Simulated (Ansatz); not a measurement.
`F[Si](F)(Cl)Br` and `F[Si](F)(Cl)[S][GeH2][Cl]` differ in one atom or group.

Ansatz, PBE0-D4/def2-TZVP geometries, multiplicity 1. Each molecule was computed in one conformer, which needn't be the lowest.

Scalar relativity is left out up to krypton.

| property | `F[Si](F)(Cl)Br` |
| --- | --- |
| HOMO–LUMO gap (PBE0/def2-TZVPP) / eV | 9.00 |
| size of the dipole moment (ωB97M-V/def2-TZVPP) / D | 0.73 |
| LUMO energy (PBE/def2-TZVPP) / eV | -1.33 |
| HOMO–LUMO gap (B3LYP/def2-TZVPP) / eV | 8.43 |
| LUMO energy (ωB97M-V/def2-TZVPP) / eV | 1.71 |
| HOMO energy (ωB97M-V/def2-TZVPP) / eV | -11.54 |

**Question.** What does the change do to each property? (Best estimate.)

**Answer.** Ansatz gave: 
```
                                          property  `F[Si](F)(Cl)[S][GeH2][Cl]`  shift
              HOMO–LUMO gap (PBE0/def2-TZVPP) / eV                         7.31  -1.69
size of the dipole moment (ωB97M-V/def2-TZVPP) / D                         2.19   1.46
                 LUMO energy (PBE/def2-TZVPP) / eV                        -1.99  -0.66
             HOMO–LUMO gap (B3LYP/def2-TZVPP) / eV                         6.75  -1.68
             LUMO energy (ωB97M-V/def2-TZVPP) / eV                         0.87  -0.84
             HOMO energy (ωB97M-V/def2-TZVPP) / eV                       -10.53   1.01
```

With PBE0 the HOMO rises by 0.95 eV and the LUMO falls by 0.74 eV, so the gap narrows by about 1.69 eV. PBE moves the HOMO by 0.86 eV and ωB97M-V by 1.01 eV. Dipoles are sizes alone; their direction can turn.

B3LYP here is the variant with VWN-RPA as its local correlation; programs differ in this.

Spin–orbit coupling is left out; it splits and shifts lone-pair levels of the heavy atoms by tenths of an eV.
